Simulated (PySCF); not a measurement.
Planning a geometry optimisation on `[O]=[Fe](=[O])(=[O])=[O]`.

Method: PBE0-D3(BJ)/def2-SVP geometry optimisation, gas phase (PySCF 2.14.0). Work: geometry optimisation from a GFN2-xTB start, density fitting. A driver script takes a list of jobs; this job's settings line and coordinates (Å) are shown.

Input:
```
{"job": {"xc": "PBE0", "basis": "def2-SVP", "d3": "d3bj", "grid": 1, "maxiter": 40, "kind": "geom"}, "charge": 0, "multiplicity": 1}
Fe    -0.000030    -0.000010    -0.000030
O      0.009710    -0.016450     1.463100
O      1.376450     0.009720    -0.496740
O     -0.696410     1.198220    -0.469680
O     -0.689710    -1.191480    -0.496660
```

Hardware: an Arm Neoverse N1 with one thread, no GPU, shared host.

How large is the basis?

87 functions.

How long does the run take?

About 23 s. The run took 5 energy-and-gradient evaluations and 49 SCF cycles, 4.6 s an evaluation on average.

Other jobs ran on the host; a repeat could differ by tens of per cent or more.

The run converged: final energy -1563.39869 Eh after 4 steps; dipole 0.00 D.
